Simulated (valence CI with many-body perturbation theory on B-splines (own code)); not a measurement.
**E1 transitions of Tl68+**

Computed by valence CI with perturbative core correlation (CI+MBPT): three valence electrons over a frozen Dirac-Fock core [Ne], radial functions for each j: 11 s, 11 p, 9 d, 7 f, 5 g, 2 h, 1 i, with the one-electron correlation potential Σ1, the two-electron term Σ2, the three-electron term Σ3, Breit, model QED; selected CI, second order for the rest (own B-spline code, finite nucleus).

The last digits are not significant, and no measured levels were compared; by estimate large intervals hold to a few tenths of a per cent, small ones and those within an open d or f shell to about a per cent.

Lines 101 to 150 of 254 in falling wavelength, among levels below 146.77 Ry, chosen from the strongest by gf and those to the six lowest levels. Wavelengths and rates use the calculated energies. Electric multipoles are in the length gauge, E1 and E2 with the static RPA response of the core. Weak lines are less certain than strong ones. Lines between different terms over intervals too small for the method are left out, as are lines whose strength nearly cancels. The highest levels of a list are the least certain.

Levels are named by their leading jj configuration (3d3/2^4 stands for four electrons in 3d with j = 3/2), which in mixed levels can hold well under half, so a name can repeat and another be missing. Letters in brackets count levels of one name in rising energy.

| λ vac (Å) | Upper | Lower | A (s⁻¹) | log gf | Branch % |
| --- | --- | --- | --- | --- | --- |
| 16.72 | (3s 3p3/2 3d5/2) J=3/2 [a] | (3s^2 3d5/2) J=5/2 | 5.27e+11 | -1.05 | 40.3 |
| 16.69 | (3p1/2 3p3/2^2) J=5/2 | (3s 3p1/2 3p3/2) J=3/2 [b] | 1.58e+12 | -0.40 | 60.3 |
| 16.63 | (3p1/2 3p3/2 3d5/2) J=5/2 [a] | (3s 3p1/2 3d5/2) J=5/2 [b] | 1.58e+12 | -0.41 | 54.9 |
| 16.59 | (3p1/2 3p3/2 3d3/2) J=5/2 [a] | (3s 3p1/2 3d3/2) J=5/2 | 8.26e+11 | -0.69 | 34.6 |
| 16.58 | (3p1/2 3p3/2 3d5/2) J=9/2 | (3s 3p1/2 3d5/2) J=7/2 | 1.75e+12 | -0.14 | 95.4 |
| 16.54 | (3p1/2 3p3/2^2) J=3/2 | (3s 3p1/2 3p3/2) J=3/2 [b] | 6.34e+11 | -0.98 | 9.5 |
| 16.51 | (3p1/2 3p3/2 3d3/2) J=3/2 [b] | (3s 3p1/2 3d3/2) J=3/2 [c] | 4.36e+11 | -1.15 | 6.1 |
| 16.48 | (3p1/2 3p3/2 3d3/2) J=5/2 [b] | (3s 3p1/2 3d3/2) J=3/2 [c] | 2.77e+12 | -0.17 | 43.9 |
| 16.41 | (3s 3p3/2 3d3/2) J=3/2 [b] | (3s^2 3d3/2) J=3/2 | 2.38e+12 | -0.41 | 24.4 |
| 16.39 | (3p1/2 3p3/2 3d5/2) J=7/2 [a] | (3s 3p1/2 3d5/2) J=5/2 [a] | 2.95e+12 | -0.02 | 83.0 |
| 16.39 | (3p1/2 3p3/2 3d3/2) J=3/2 [a] | (3s 3p1/2 3d3/2) J=5/2 | 9.85e+11 | -0.80 | 23.9 |
| 16.39 | (3p1/2 3p3/2 3d5/2) J=5/2 [b] | (3s 3p1/2 3d5/2) J=3/2 | 8.49e+11 | -0.69 | 21.3 |
| 16.38 | (3p1/2 3p3/2 3d5/2) J=5/2 [a] | (3s 3p1/2 3d5/2) J=7/2 | 5.26e+11 | -0.90 | 18.3 |
| 16.37 | (3s 3p1/2 3d3/2) J=3/2 [a] | (3s 3p1/2^2) J=1/2 | 3.27e+11 | -1.28 | 84.7 |
| 16.34 | (3p1/2 3p3/2 3d5/2) J=7/2 [b] | (3s 3p1/2 3d5/2) J=5/2 [b] | 4.04e+11 | -0.89 | 19.7 |
| 16.34 | (3p1/2 3p3/2 3d3/2) J=5/2 [a] | (3s 3p1/2 3d3/2) J=3/2 [b] | 3.40e+11 | -1.09 | 14.3 |
| 16.33 | (3s 3p3/2 3d5/2) J=7/2 [b] | (3s^2 3d5/2) J=5/2 | 5.00e+12 | 0.20 | 93.1 |
| 16.22 | (3s 3p1/2 3p3/2) J=3/2 [b] | (3s^2 3p1/2) J=1/2 | 1.50e+12 | -0.63 | 97.8 |
| 16.20 | (3p1/2 3p3/2^2) J=5/2 | (3s 3p1/2 3p3/2) J=5/2 | 6.97e+11 | -0.78 | 26.7 |
| 16.20 | (3p1/2 3p3/2 3d3/2) J=7/2 | (3s 3p1/2 3d3/2) J=5/2 | 3.64e+12 | 0.06 | 97.0 |
| 16.19 | (3p1/2 3p3/2 3d3/2) J=1/2 [b] | (3s 3p1/2 3d3/2) J=1/2 | 1.46e+12 | -0.94 | 25.7 |
| 16.15 | (3p1/2 3d3/2^2) J=5/2 | (3p1/2^2 3d3/2) J=3/2 | 1.03e+12 | -0.62 | 92.0 |
| 16.15 | (3p1/2 3p3/2 3d3/2) J=3/2 [a] | (3s 3p1/2 3d3/2) J=3/2 [b] | 7.10e+11 | -0.95 | 17.2 |
| 16.14 | (3p1/2 3p3/2 3d5/2) J=1/2 | (3s 3p1/2 3d5/2) J=3/2 | 1.26e+12 | -1.01 | 61.3 |
| 16.13 | (3s 3p3/2 3d3/2) J=5/2 [b] | (3s^2 3d3/2) J=3/2 | 9.25e+12 | 0.34 | 82.0 |
| 16.13 | (3p1/2 3p3/2^2) J=1/2 | (3s 3p1/2 3p3/2) J=3/2 [b] | 3.43e+12 | -0.57 | 65.2 |
| 16.11 | (3p1/2 3p3/2 3d5/2) J=3/2 [a] | (3s 3p1/2 3d5/2) J=5/2 [a] | 9.40e+11 | -0.83 | 28.3 |
| 16.11 | (3p1/2 3p3/2 3d5/2) J=7/2 [b] | (3s 3p1/2 3d5/2) J=7/2 | 4.42e+11 | -0.86 | 21.5 |
| 16.08 | (3p1/2 3p3/2 3d3/2) J=1/2 [a] | (3s 3p1/2 3d3/2) J=3/2 [b] | 2.01e+12 | -0.81 | 43.8 |
| 16.06 | (3p1/2 3p3/2^2) J=3/2 | (3s 3p1/2 3p3/2) J=5/2 | 7.17e+11 | -0.96 | 10.7 |
| 16.05 | (3s 3p1/2 3d3/2) J=3/2 [b] | (3s 3p1/2^2) J=1/2 | 8.25e+11 | -0.89 | 88.1 |
| 16.05 | (3p1/2 3p3/2 3d5/2) J=5/2 [b] | (3s 3p1/2 3d5/2) J=7/2 | 3.78e+11 | -1.06 | 9.5 |
| 16.03 | (3p1/2 3p3/2 3d3/2) J=5/2 [a] | (3s 3p1/2 3d3/2) J=3/2 [a] | 1.14e+12 | -0.58 | 47.9 |
| 16.00 | (3p1/2^2 3d5/2) J=5/2 | (3s^2 3p3/2) J=3/2 | 8.39e+08 | -3.71 | 0.2 |
| 15.99 | (3s 3p3/2 3d3/2) J=1/2 [b] | (3s^2 3d3/2) J=3/2 | 7.27e+12 | -0.25 | 58.3 |
| 15.98 | (3s 3p3/2 3d3/2) J=3/2 [a] | (3s 3p1/2 3p3/2) J=3/2 [b] | 1.25e+11 | -1.72 | 2.5 |
| 15.97 | (3s 3p3/2^2) J=1/2 | (3s^2 3p3/2) J=3/2 | 4.43e+12 | -0.47 | 99.7 |
| 15.96 | (3s 3p1/2 3p3/2) J=1/2 | (3s^2 3p1/2) J=1/2 | 6.11e+12 | -0.33 | 99.3 |
| 15.95 | (3p1/2 3p3/2 3d5/2) J=3/2 [b] | (3s 3p1/2 3d5/2) J=5/2 [b] | 2.51e+12 | -0.42 | 64.5 |
| 15.93 | (3s 3p3/2 3d3/2) J=1/2 [a] | (3s 3p1/2 3p3/2) J=3/2 [b] | 1.19e+12 | -1.04 | 31.8 |
| 15.87 | (3s 3p3/2 3d5/2) J=3/2 [b] | (3s^2 3d5/2) J=5/2 | 5.64e+12 | -0.07 | 91.3 |
| 15.85 | (3s 3p3/2 3d3/2) J=5/2 [a] | (3s 3p1/2 3p3/2) J=3/2 [b] | 8.59e+11 | -0.71 | 12.6 |
| 15.84 | (3p1/2 3p3/2 3d3/2) J=3/2 [a] | (3s 3p1/2 3d3/2) J=3/2 [a] | 2.16e+12 | -0.49 | 52.4 |
| 15.82 | (3s 3p3/2 3d5/2) J=5/2 [b] | (3s^2 3d5/2) J=5/2 | 5.07e+12 | 0.06 | 84.0 |
| 15.81 | (3s 3d3/2 3d5/2) J=5/2 [a] | (3s 3p1/2 3d5/2) J=3/2 | 2.75e+11 | -1.21 | 6.2 |
| 15.81 | (3s 3p3/2^2) J=3/2 | (3s^2 3p3/2) J=3/2 | 9.02e+12 | 0.13 | 99.9 |
| 15.78 | (3p1/2 3p3/2 3d3/2) J=1/2 [a] | (3s 3p1/2 3d3/2) J=3/2 [a] | 2.50e+12 | -0.73 | 54.5 |
| 15.78 | (3p1/2 3p3/2^2) J=5/2 | (3s 3p1/2 3p3/2) J=3/2 [a] | 2.76e+11 | -1.21 | 10.6 |
| 15.76 | (3p1/2 3p3/2 3d5/2) J=7/2 [b] | (3s 3p1/2 3d5/2) J=5/2 [a] | 6.07e+11 | -0.74 | 29.5 |
| 15.71 | (3s 3d3/2 3d5/2) J=7/2 [a] | (3s 3p1/2 3d5/2) J=5/2 [b] | 4.30e+11 | -0.90 | 7.6 |
